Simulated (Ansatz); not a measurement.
A run for Ansatz (a program for electronic structure): R-CCSD(T)/def2-SVP on H3NPb (SMILES [NH2][PbH]), a point of a bond scan (R = 1.865 Å). Elements past Kr take the def2 small-core potentials; no spin–orbit coupling. The run froze 10 orbitals, filled d shells among them.

Ansatz 0.2 input:
```yaml
crystal:
  periodic: [false, false, false]
  atoms:
    - {symbol: Pb, position_ang: [-0.05694593, 0.13456917, 0.16632944]}
    - {symbol: H, position_ang: [-0.74542358, 1.24451814, -1.16450535]}
    - {symbol: N, position_ang: [0.56443627, -1.27984887, -1.29975235]}
    - {symbol: H, position_ang: [0.42875834, -1.17436011, -2.29403486]}
    - {symbol: H, position_ang: [1.03517771, -2.14588818, -1.08220763]}
basis:
  gaussian:
    orbitals: def2-SVP
    pivot_positions_ang: [[-0.05694593, 0.13456917, 0.16632944], [-0.74542358, 1.24451814, -1.16450535], [0.56443627, -1.27984887, -1.29975235], [0.42875834, -1.17436011, -2.29403486], [1.03517771, -2.14588818, -1.08220763]]
magnetization: {spin_polarized: false}
correlation: {method: ccsd_t, electrons: outside_noble_gas}
scf: {lower_state_search: off}
output: {orbitals: {seedname: ./end}}
```

Q: Predict the final total energy.

A: -248.2339 hartree (reference determinant -247.9547, T1 diagnostic 0.027).
